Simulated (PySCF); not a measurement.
Energy of Cs⁺ (caesium, charge +1) between two integer charges

The 5p beta orbital of [Xe] is emptied in steps (occupation f), with all orbitals relaxed, ending at [Kr] 4d10 5s2 5p5. Calculation: PySCF 2.14, in def2-TZVP with the def2 core potential (46 electrons) (5s3p3d, 29 functions); scalar relativity through the core potential. The exact energy is a straight line in f; departures are measured from the line between the end points of the same method.

```tsv
f	UHF (eV)	LDA (eV)	PBE (eV)	PBE0 (eV)	r2SCAN (eV)	LC-wPBE (eV)	BHandHLYP (eV)	wB97X (eV)	M06-2X (eV)	B3LYP (eV)
1	0.000	0.000	0.000	0.000	0.000	0.000	0.000	0.000	0.000	0.000
0.75	0.120	-0.926	-0.909	-0.658	-0.853	-0.128	-0.408	-0.209	-0.463	-0.712
0.5	0.156	-1.236	-1.209	-0.874	-1.117	-0.167	-0.545	-0.281	-0.612	-0.948
0.25	0.114	-0.926	-0.901	-0.651	-0.813	-0.120	-0.410	-0.213	-0.456	-0.709
0	0.000	0.000	0.000	0.000	0.000	0.000	0.000	0.000	0.000	0.000
```

| method | E(f=0) − E(f=1) (eV) | −ε at f=1 (eV) | −ε at f=0.5 (eV) |
| --- | --- | --- | --- |
| UHF | 22.756 | 23.417 | 22.739 |
| LDA | 23.660 | 18.732 | 23.658 |
| PBE | 23.606 | 18.750 | 23.628 |
| PBE0 | 23.681 | 20.166 | 23.698 |
| r2SCAN | 23.760 | 19.158 | 23.867 |
| LC-wPBE | 23.729 | 23.035 | 23.750 |
| BHandHLYP | 23.592 | 21.425 | 23.586 |
| wB97X | 23.709 | 22.603 | 23.702 |
| M06-2X | 23.725 | 21.256 | 23.746 |
| B3LYP | 23.684 | 19.888 | 23.689 |

Orbital energy along the path (eV):

```tsv
f	UHF	LDA	PBE	PBE0	r2SCAN	LC-wPBE	BHandHLYP	wB97X	M06-2X	B3LYP
1	-23.417	-18.732	-18.750	-20.166	-19.158	-23.035	-21.425	-22.603	-21.256	-19.888
0.75	-23.063	-21.185	-21.188	-21.933	-21.533	-23.397	-22.501	-23.145	-22.503	-21.787
0.5	-22.739	-23.658	-23.628	-23.698	-23.867	-23.750	-23.586	-23.702	-23.746	-23.689
0.25	-22.441	-26.134	-26.037	-25.439	-26.037	-24.073	-24.680	-24.261	-24.954	-25.584
0	-22.166	-28.590	-28.360	-27.116	-27.960	-24.331	-25.791	-24.879	-26.144	-27.451
```

Reference removal energy between the ground levels: 23.157 eV (measured; NIST Atomic Spectra Database, ionization energies). The calculation has no spin-orbit coupling. UHF lacks correlation.
